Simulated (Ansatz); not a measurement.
The cluster NaSn₆⁻, relaxed as a singlet with RKS r2SCAN-D4/def2-SVPD in Ansatz, starting from the GFN2-xTB geometry. Force threshold 0.02 eV/Å.

In the def2 sets Sn takes a core potential; there is no spin–orbit coupling. The structure comes from a short search, and lower isomers may exist.

Start:

```xyz
7

Na   -0.1059   -2.3181   -1.7114
Sn    0.7184   -2.0885    1.1404
Sn   -0.2929    2.5048    0.5343
Sn   -0.7376    1.4851   -1.9612
Sn    0.5187    0.3972    2.2591
Sn    1.3513    0.2417   -0.5117
Sn   -1.4520   -0.2222    0.2506
```

| step | energy (eV) | largest force component (eV/Å) | SCF passes |
| --- | --- | --- | --- |
| 1 | -39424.1257 | 1.931 | 20 |
| 2 | -39424.7368 | 0.303 | 31 |
| 3 | -39424.8168 | 0.172 | 25 |
| 4 | -39424.8833 | 0.148 | 31 |
| 5 (rejected) | -39424.8770 | 0.208 | 24 |
| 6 | -39424.8960 | 0.019 | 25 |

Force components are those of the run's own axes.

End:

```xyz
7

Na   -0.1841   -1.9421   -1.9084
Sn    0.6914   -2.1784    1.1676
Sn   -0.3123    2.5352    0.4599
Sn   -0.7743    1.1935   -2.1378
Sn    0.5908    0.4658    2.4892
Sn    1.4946    0.2193   -0.4402
Sn   -1.5062   -0.2933    0.3697
```

By distances, no bond broke or formed, bridged metal pairs apart. The bond that changes most is Na1–Sn4, from 3.86 to 3.20 Å (atoms count from 1). Metal–metal contacts that move far: Na1–Sn4 3.86 to 3.20 Å. The end is the same structure that another start reached, the lowest one found.

No frequencies were taken in this run, so the end may be a saddle point.

Hardware: 4 threads of Arm Neoverse V1 on a shared host. Wall time 70 s.
